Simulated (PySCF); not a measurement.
# Static response to an electric field

C4H8F2SSi.
Geometry (GFN2-xTB, Å), atoms numbered from 1 in this order:
```
atom  x, y, z in Å
C1     3.1851    0.0166   -0.0153
S2     1.5577   -0.6005   -0.5349
Si3    0.3358    0.4759    0.8517
C4    -1.4306    0.0054    0.4094
C5    -1.7451   -1.0265   -0.6267
C6    -2.3829    0.6327    1.0669
F7    -2.1662    1.5584    2.0065
F8    -3.6982    0.4673    0.9239
H9     3.2084    1.0978   -0.1003
H10    3.9185   -0.4245   -0.6814
H11    3.3812   -0.2875    1.0076
H12    0.6768    0.0615    2.2124
H13    0.5778    1.9061    0.6709
H14   -1.3508   -1.9919   -0.3139
H15   -1.2583   -0.7666   -1.5647
H16   -2.8168   -1.1153   -0.7886
```

Level: CAM-B3LYP/def2-SVPD (PySCF), static field, nuclei fixed, core orbitals frozen in the response. The polarisability tensor in these axes (au):

```
x   120.72  -4.38  -7.91
y    -4.38  83.75  11.92
z    -7.91  11.92  85.81
```

Task: Diagonalise the tensor; give its mean and Δα, where Δα² is half the sum of the squared differences of the eigenvalues.

Result: Principal values 72.72, 93.89 and 123.68 au; mean 96.76 au = 14.34 Å³ = 15.95 × 10⁻⁴⁰ C²·m²/J; Δα = 44.34 au (46 % of the mean).

Task: What is the dipole moment, and where does it point?

Result: (1.64, -0.19, -0.18) D, 1.66 D in size, pointing from the negative to the positive side. Measured along this direction, the outermost atoms are F8 at the negative end and H10 at the positive end.

Task: What would n − 1 = 2πNα be for an ideal gas of these molecules at 273.15 K and 1 atm, electronic part alone?

Result: N = p/kT = 2.6868 × 10¹⁹ cm⁻³, so n − 1 = 2π × N × 14.34 × 10⁻²⁴ cm³ = 2421 × 10⁻⁶ at long wavelengths, for an ideal gas.

Task: Molar refractivity from α?

Result: Lorentz–Lorenz: R = (4π/3)N_A α = 2.5225 cm³/(mol·Å³) × 14.34 Å³ = 36.2 cm³/mol, in the limit of long wavelengths.

Task: Along which axes do the principal values lie, and how far do the nuclei extend along each?

Result: Largest value along (0.95, -0.18, -0.26), where the nuclei span 7.81 Å; middle along (0.31, 0.67, 0.68), 4.05 Å; least along (-0.05, 0.72, -0.69), 2.40 Å. The response follows the extents in order.

Task: Find the Langevin capture rate constant for NO+ (29.998 u) meeting this molecule (154.008 u), k = 2.342 × 10⁻⁹ cm³/s × √(α in Å³ / reduced mass in u).

Result: The reduced mass is 25.11 u, so k = 1.77 × 10⁻⁹ cm³/s. The formula leaves out the permanent dipole, which adds to the capture rate.

Task: How large is μ²/3kT at 500 K beside α?

Result: In Gaussian units μ²/3kT = 13.35 Å³ against 14.34 Å³, a ratio of 0.93; the Debye molar polarisation (4π/3)N_A(α + μ²/3kT) is 69.8 cm³/mol, leaving out the vibrational part.

Isolated species at its GFN2-xTB geometry (one conformer only).

The run behind these numbers computed excited states as well. Hardware: an Arm Neoverse N1 with one thread, no GPU (shared host). Cost: 1.7 min.
